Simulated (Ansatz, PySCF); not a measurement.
HfIH3, SMILES [HfH3][I], multiplicity 1.

Geometry: B3LYP-D3(BJ)/def2-TZVP. The spin state was assumed, not searched. The def2 effective core potentials stand for the cores of Hf, I; spin–orbit coupling is left out.

Vertical ionisation energy (IE) and electron affinity (EA) in eV. Rows of orbital energies are one-electron estimates. Where ΔSCF, EOM or ADC give a negative EA the extra electron is unbound and the value depends on the basis.

| level | IE | EA |
|---|---|---|
| −ε(HOMO), −ε(LUMO), ωB97X/def2-TZVPD (PySCF) | 10.50 | 0.22 |
| −ε(HOMO), −ε(LUMO), PBE/def2-TZVPD (PySCF) | 7.16 | 3.24 |
| ΔSCF, CAM-B3LYP/def2-TZVPD (Ansatz), final states of multiplicity 2 and 2 | 10.45 | 0.71 |
| ΔSCF, PBE/def2-TZVPD (Ansatz), final states of multiplicity 2 and 2 | 9.84 | 0.63 |

Task: What vertical singlet–triplet gap does ΔSCF give with CAM-B3LYP/def2-TZVPD (Ansatz, a quantum-chemistry and plane-wave program) and with PBE/def2-TZVPD (Ansatz)? (An estimate is asked for; the answer gives what the named calculation found.)

Result: 4.22 and 3.73 eV (triplet above singlet where positive).
